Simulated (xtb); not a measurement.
xtb input (GFN2-xTB):

```bash
xtb mol.xyz --gfn 2 --sp --chrg 0 --uhf 0
```
mol.xyz:
```
13

O     -0.80629552     1.87916805    -0.05012446
B     -0.05860014     0.73581423     0.02551641
O      1.28640748     0.79574506     0.26458340
Si     2.39173060    -0.43255768     0.39888137
O     -0.67262216    -0.47255917    -0.14109116
Si    -2.24699953    -0.89171942    -0.43791024
H     -0.28434866     2.67673061     0.08032663
H      3.69658368     0.20879548     0.65919057
H      2.03864537    -1.32678731     1.52312315
H      2.45659962    -1.21095177    -0.85735509
H     -2.70239896    -0.31178238    -1.72002953
H     -3.12056853    -0.42767759     0.66167507
H     -2.27766532    -2.36635032    -0.51505086
```

Output:

```
           -------------------------------------------------
          |                Calculation Setup                |
           -------------------------------------------------

           -------------------------------------------------
          |                 G F N 2 - x T B                 |
           -------------------------------------------------

        Reference                      10.1021/acs.jctc.8b01176
      * Hamiltonian:
        H0-scaling (s, p, d)           1.850000    2.230000    2.230000
        zeta-weighting                 0.500000
      * Dispersion:
        s8                             2.700000
        a1                             0.520000
        a2                             5.000000
        s9                             5.000000
      * Repulsion:
        kExp                           1.500000    1.000000
        rExp                           1.000000
      * Coulomb:
        alpha                          2.000000
        third order                    shell-resolved
        anisotropic                    true
        a3                             3.000000
        a5                             4.000000
        cn-shift                       1.200000
        cn-exp                         4.000000
        max-rad                        5.000000

          ...................................................
          :                      SETUP                      :
          :.................................................:
          :  # basis functions                  43          :
          :  # atomic orbitals                  41          :
          :  # shells                           21          :
          :  # electrons                        36          :
          :  max. iterations                   250          :
          :  Hamiltonian                  GFN2-xTB          :
          :  restarted?                      false          :
          :  GBSA solvation                  false          :
          :  PC potential                    false          :
          :  electronic temp.          300.0000000     K    :
          :  accuracy                    1.0000000          :
          :  -> integral cutoff          0.2500000E+02      :
          :  -> integral neglect         0.1000000E-07      :
          :  -> SCF convergence          0.1000000E-05 Eh   :
          :  -> wf. convergence          0.1000000E-03 e    :
          :  Broyden damping             0.4000000          :
          :  net charge                          0          :
          :  unpaired electrons                  0          :
          ...................................................

 iter      E             dE          RMSdq      gap      omega  full diag
   1    -20.5483861 -0.205484E+02  0.904E+00    7.54       0.0  T
   2    -20.8287454 -0.280359E+00  0.580E+00    6.06       1.0  T
   3    -20.8352412 -0.649580E-02  0.266E+00    6.32       1.0  T
   4    -20.8367406 -0.149940E-02  0.174E+00    5.99       1.0  T
   5    -20.8431373 -0.639669E-02  0.891E-01    6.14       1.0  T
   6    -20.8438111 -0.673821E-03  0.127E-01    6.21       1.0  T
   7    -20.8438414 -0.302614E-04  0.960E-02    6.16       1.0  T
   8    -20.8439059 -0.645590E-04  0.325E-02    6.19       1.0  T
   9    -20.8439133 -0.731686E-05  0.604E-03    6.18       4.6  T
  10    -20.8439132  0.438891E-07  0.335E-03    6.18       8.3  T
  11    -20.8439133 -0.625325E-07  0.715E-04    6.18      38.8  T
  12    -20.8439133  0.294646E-08  0.726E-04    6.18      38.2  T

   *** convergence criteria satisfied after 12 iterations ***

         #    Occupation            Energy/Eh            Energy/eV
      -------------------------------------------------------------
         1        2.0000           -0.7557292             -20.5644
       ...           ...                  ...                  ...
        12        2.0000           -0.4688449             -12.7579
        13        2.0000           -0.4664706             -12.6933
        14        2.0000           -0.4633980             -12.6097
        15        2.0000           -0.4222500             -11.4900
        16        2.0000           -0.4215004             -11.4696
        17        2.0000           -0.4177807             -11.3684
        18        2.0000           -0.4177701             -11.3681 (HOMO)
        19                         -0.1904898              -5.1835 (LUMO)
        20                         -0.1797677              -4.8917
        21                         -0.1777941              -4.8380
        22                         -0.1672238              -4.5504
        23                         -0.1644551              -4.4751
       ...                                ...                  ...
        41                          0.7495801              20.3971
      -------------------------------------------------------------
                  HL-Gap            0.2272803 Eh            6.1846 eV
             Fermi-level           -0.3041300 Eh           -8.2758 eV

 SCC (total)                   0 d,  0 h,  0 min,  0.010 sec
 SCC setup                      ...        0 min,  0.000 sec (  1.315%)
 Dispersion                     ...        0 min,  0.000 sec (  0.651%)
 classical contributions        ...        0 min,  0.000 sec (  0.247%)
 integral evaluation            ...        0 min,  0.002 sec ( 16.315%)
 iterations                     ...        0 min,  0.005 sec ( 48.681%)
 molecular gradient             ...        0 min,  0.003 sec ( 31.208%)
 printout                       ...        0 min,  0.000 sec (  1.427%)

         :::::::::::::::::::::::::::::::::::::::::::::::::::::
         ::                     SUMMARY                     ::
         :::::::::::::::::::::::::::::::::::::::::::::::::::::
         :: total energy             -20.720539553260 Eh    ::
         :: gradient norm              0.028685917282 Eh/a0 ::
         :: HOMO-LUMO gap              6.184610527754 eV    ::
         ::.................................................::
         :: SCC energy               -20.843897386967 Eh    ::
         :: -> isotropic ES            0.132842410689 Eh    ::
         :: -> anisotropic ES         -0.007939219273 Eh    ::
         :: -> anisotropic XC         -0.001834152094 Eh    ::
         :: -> dispersion             -0.008311134484 Eh    ::
         :: repulsion energy           0.123357833707 Eh    ::
         :: add. restraining           0.000000000000 Eh    ::
         :: total charge               0.000000000000 e     ::
         :::::::::::::::::::::::::::::::::::::::::::::::::::::

           -------------------------------------------------
          |                Property Printout                |
           -------------------------------------------------

    * Orbital Energies and Occupations

         #    Occupation            Energy/Eh            Energy/eV
      -------------------------------------------------------------
         1        2.0000           -0.7557292             -20.5644
       ...           ...                  ...                  ...
         6        2.0000           -0.5914118             -16.0931
         7        2.0000           -0.5499325             -14.9644
         8        2.0000           -0.5285877             -14.3836
         9        2.0000           -0.5261832             -14.3182
        10        2.0000           -0.4955349             -13.4842
        11        2.0000           -0.4770694             -12.9817
        12        2.0000           -0.4688449             -12.7579
        13        2.0000           -0.4664706             -12.6933
        14        2.0000           -0.4633980             -12.6097
        15        2.0000           -0.4222500             -11.4900
        16        2.0000           -0.4215004             -11.4696
        17        2.0000           -0.4177807             -11.3684
        18        2.0000           -0.4177701             -11.3681 (HOMO)
        19                         -0.1904898              -5.1835 (LUMO)
        20                         -0.1797677              -4.8917
        21                         -0.1777941              -4.8380
        22                         -0.1672238              -4.5504
        23                         -0.1644551              -4.4751
        24                         -0.1585743              -4.3150
        25                         -0.1261212              -3.4319
        26                         -0.0366069              -0.9961
        27                         -0.0256954              -0.6992
        28                         -0.0243412              -0.6624
        29                          0.0048301               0.1314
       ...                                ...                  ...
        41                          0.7495801              20.3971
      -------------------------------------------------------------
                  HL-Gap            0.2272803 Eh            6.1846 eV
             Fermi-level           -0.3041300 Eh           -8.2758 eV

     #   Z          covCN         q      C6AA      α(0)
     1   8 O        1.592    -0.496    22.850     6.451
     2   5 B        2.492     0.556    15.621     6.929
     3   8 O        1.556    -0.470    22.323     6.375
     4  14 Si       3.583     0.531    97.593    18.990
     5   8 O        1.556    -0.462    22.164     6.352
     6  14 Si       3.569     0.527    97.953    19.041
     7   1 H        0.805     0.316     0.676     1.291
     8   1 H        0.914    -0.087     5.127     3.542
     9   1 H        0.914    -0.084     5.037     3.510
    10   1 H        0.914    -0.084     5.037     3.510
    11   1 H        0.914    -0.081     4.945     3.478
    12   1 H        0.914    -0.081     4.945     3.478
    13   1 H        0.914    -0.085     5.073     3.523

 Mol. C6AA /au·bohr⁶  :       2663.303233
 Mol. C8AA /au·bohr⁸  :      91327.910422
 Mol. α(0) /au        :         86.469816

Wiberg/Mayer (AO) data.
largest (>0.10) Wiberg bond orders for each atom

 ---------------------------------------------------------------------------
     #   Z sym  total        # sym  WBO       # sym  WBO       # sym  WBO
 ---------------------------------------------------------------------------
     1   8 O    2.122 --     2 B    1.130     7 H    0.882
     2   5 B    3.354 --     1 O    1.130     5 O    1.110     3 O    1.092
     3   8 O    2.291 --     2 B    1.092     4 Si   1.017
     4  14 Si   3.738 --     3 O    1.017     9 H    0.895    10 H    0.895
                             8 H    0.893
     5   8 O    2.300 --     2 B    1.110     6 Si   1.017
     6  14 Si   3.741 --     5 O    1.017    12 H    0.895    11 H    0.895
                            13 H    0.893
     7   1 H    0.900 --     1 O    0.882
     8   1 H    0.992 --     4 Si   0.893
     9   1 H    0.993 --     4 Si   0.895
    10   1 H    0.993 --     4 Si   0.895
    11   1 H    0.993 --     6 Si   0.895
    12   1 H    0.993 --     6 Si   0.895
    13   1 H    0.992 --     6 Si   0.893
 ---------------------------------------------------------------------------

Topologies differ in total number of bonds
Writing topology from bond orders to xtbtopo.mol

molecular dipole:
                 x           y           z       tot (Debye)
 q only:        0.070      -0.147       0.005
   full:        0.219       0.366       0.056       1.094
molecular quadrupole (traceless):
                xx          xy          yy          xz          yz          zz
 q only:        2.507       0.758       0.356       1.014       0.299      -2.863
  q+dip:       -5.233       1.275       3.218      -1.247       0.272       2.015
   full:       -3.546       1.383       2.808      -0.704       0.338       0.738

           -------------------------------------------------
          | TOTAL ENERGY              -20.720539553260 Eh   |
Note: The following floating-point exceptions are signalling: IEEE_UNDERFLOW_FLAG IEEE_DENORMAL
normal termination of xtb
          | GRADIENT NORM               0.028685917282 Eh/α |
          | HOMO-LUMO GAP               6.184610527754 eV   |
           -------------------------------------------------

------------------------------------------------------------------------
------------------------------------------------------------------------
 total:
 SCF:
```
